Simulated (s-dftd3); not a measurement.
propene (C3H6), singlet, geometry from GFN2-xTB; D3(bj) for pbe0 run with s-dftd3.

Input for s-dftd3:
```
$ s-dftd3 mol.xyz --bj pbe0 --json dftd3.json --noedisp --grad

# file mol.xyz
9

C      1.27989193     0.12352179     0.00919112
C      0.00825223     0.47486055     0.00924347
H      1.58086326    -0.91147352    -0.00926160
H      2.07459801     0.84971927     0.02748105
H     -0.26659719     1.52209281     0.02807201
C     -1.13573952    -0.48243353    -0.01537878
H     -0.78376375    -1.51090673    -0.03343425
H     -1.76443256    -0.33959044     0.86334919
H     -1.75509560    -0.30553422    -0.89454124
```

It wrote (shortened):

```
-----------------------------------
 s i m p l e   D F T - D 3  v1.4.0
-----------------------------------

Rational (Becke-Johnson) damping: pbe0-D3(BJ)
---------------------
  s6         1.0000
  s8         1.2177
  s9         0.0000
  a1         0.4145
  a2         4.8593
 alp        14.0000
--------------------

Dispersion energy:      -3.9944164265608E-03 Eh

Gradient norm:           2.2425702291771E-04 Eh/a0
--------------------------------------------------
     #    Z           dE/dx      dE/dy      dE/dz
--------------------------------------------------
     1    6 C     1.146E-04  2.182E-05  1.032E-06
     2    6 C     4.425E-07  2.107E-05  4.106E-07
     3    1 H     7.543E-05 -2.160E-05 -1.780E-08
     4    1 H     7.079E-05  2.416E-05  8.440E-07
     5    1 H    -3.547E-06  5.484E-05  1.044E-06
     6    6 C    -7.188E-05 -2.195E-05 -8.071E-07
     7    1 H    -4.278E-05 -4.757E-05 -1.149E-06
     8    1 H    -7.165E-05 -1.582E-05  2.179E-05
     9    1 H    -7.141E-05 -1.495E-05 -2.314E-05
--------------------------------------------------

Virial:
--------------------------------------------------
      component           x          y          z
--------------------------------------------------
          x       1.475E-03  2.756E-04  1.278E-05
          y       2.756E-04  4.324E-04  8.394E-06
          z       1.278E-05  8.394E-06  7.489E-05
--------------------------------------------------

[Info] JSON dump of results written to 'dftd3.json'
```
